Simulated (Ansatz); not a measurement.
Consider the redistribution: `[CH3][GeH2][TeH]` + `[OH][Al]([F])[Br]` → `[OH][Al]([F])[TeH]` + `[CH3][GeH2][Br]`.

Calculated with Ansatz (gas phase, PBE0-D4/def2-TZVP geometries, no zero-point term in ΔE). CCSD(T)/CBS is the MP2 limit (def2-TZVPP, def2-QZVPP) plus CCSD(T) − MP2 in def2-TZVPP, frozen cores. Functionals use def2-TZVPP. B3LYP here is the variant with VWN-RPA as its local correlation; programs differ in this. HSE06 is defined as in plane-wave codes. Elements past krypton have def2 core potentials. For Br, Ge, Te outer-core shells are correlated without core-valence functions, which leaves a few kJ/mol of doubt a bond. Scalar relativity is left out up to krypton. One conformer a species, not always the lowest.

```
             level  ΔE (kcal/mol)  difference from CCSD(T)/CBS
       LDA (SPW92)            4.9                         -1.1
            PBE-D4            5.0                         -1.0
           BLYP-D4            5.8                         -0.2
          B3LYP-D4            5.8                         -0.2
           ωB97X-V            5.1                         -0.9
               PBE            4.7                         -1.3
           r2SCAN0            5.6                         -0.4
             HSE06            4.9                         -1.1
             BHLYP            5.3                         -0.7
         CAM-B3LYP            5.3                         -0.7
           LC-ωPBE            5.1                         -0.9
RPA@PBE/def2-TZVPP            5.1                         -0.9
       HF/def2-SVP            5.7                         -0.3
  CCSD(T)/def2-SVP            6.7                          0.7
     HF/def2-QZVPP            5.1                         -0.9
      HF/CBS(def2)            5.1                         -0.9
       CCSD(T)/CBS            6.0                            0
```

Largest T1 diagnostic among the species: 0.012.

Leaving LDA and LC-ωPBE aside and taking each functional with its dispersion term where it has one, the values, not all of them listed here, spread over 0.8 kcal/mol, from PBE-D4 to BHLYP-D4.
